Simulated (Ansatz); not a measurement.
`FC(F)(F)F` + `C[SeH]` → `C[Se]C(F)(F)F` + H–F at 600 K and 1 bar (substitution at a C–F bond).

Calculated with Ansatz (gas phase, PBE0-D4/def2-TZVP geometries, no zero-point term in ΔE). CCSD(T)/CBS is the MP2 limit (def2-TZVPP, def2-QZVPP) plus CCSD(T) − MP2 in def2-TZVPP, frozen cores. This one scheme is used for every species. For Se outer-core shells are correlated without core-valence functions, which leaves a few kJ/mol of doubt a bond. Scalar relativity is left out up to krypton.

```csv
species,CCSD(T)/CBS energy (Eh),H − E (kJ/mol),S (J/(mol·K))
`FC(F)(F)F`,-437.22722,80.8,313.1
`C[SeH]`,-2441.15625,149.5,312.9
`C[Se]C(F)(F)F`,-2777.98277,195.3,444.5
H–F,-100.39570,42.3,194.0
```

H − E and S are ideal-gas, rigid-rotor, harmonic terms from PBE0-D4/def2-TZVP. 1 Eh = 2625.50 kJ/mol, R = 8.31446 J/(mol·K).

**Question.** By hand: ΔE, ΔH, ΔS and ΔG.

**Answer.** ΔE = (-2777.98277) + (-100.39570) − (-437.22722) − (-2441.15625) = 0.00500 Eh = 13.1 kJ/mol. Δ(H − E) = 195.3 + 42.3 − 80.8 − 149.5 = 7.3, so ΔH = 20.4 kJ/mol. ΔS = 444.5 + 194.0 − 313.1 − 312.9 = 12.5 J/(mol·K). ΔG = 20.4 − 600 × (12.5)/1000 = 12.9 kJ/mol.

**Question.** By hand: the equilibrium constant, and the temperature at which ΔG would vanish if ΔH and ΔS stayed fixed.

**Answer.** log₁₀ K = −ΔG/(RT ln 10) = -1.1. ΔG = 0 at ΔH/ΔS = 1632 K, though so small a ΔS makes that figure unsure.

TΔS isn't small against ΔH here. A doubt of 5 kJ/mol in ΔE shifts log₁₀ K by 0.4 here. Modes under 60 cm⁻¹, often nearly free rotors, make the harmonic entropy too high. These are equilibria of isolated gas molecules and say nothing of rates. Largest T1 diagnostic: 0.011 (customary marks: 0.02 for closed shells, 0.045 for open ones).
